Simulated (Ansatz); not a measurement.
Consider the redistribution: `C[O][Ge][Cl]` + `CC(C)[O][Cd][OH]` → `CC(C)[O][Ge][Cl]` + `C[O][Cd][OH]`.

Program: Ansatz. Geometries: PBE0-D4/def2-TZVP. ΔE: electronic, gas phase. CCSD(T)/CBS is the MP2 limit (def2-TZVPP, def2-QZVPP) plus CCSD(T) − MP2 in def2-TZVPP, frozen cores. Functionals use def2-TZVPP. def2 core potentials past Kr. For Cd, Ge outer-core shells are correlated without core-valence functions, which leaves a few kJ/mol of doubt a bond. Scalar relativity is left out up to krypton. One conformer a species, not always the lowest.

```json
{"level": "PBE", "ΔE (eV)": "0.15"}
{"level": "r2SCAN", "ΔE (eV)": "0.15"}
```

What does CCSD(T)/CBS give? (Estimate.)

Ansatz gave: +0.14 eV. The listed levels differ from it by 0.01, 0.01 eV.

Largest T1 diagnostic among the species: 0.017.

The D4 term adds −0.04 eV with B3LYP and −0.03 eV with PBE0; it sums over pairs of atoms, weighted by their polarisabilities, and B3LYP, whose exchange is more repulsive, gets the larger term.

B3LYP here is the variant with VWN-RPA as its local correlation; programs differ in this.
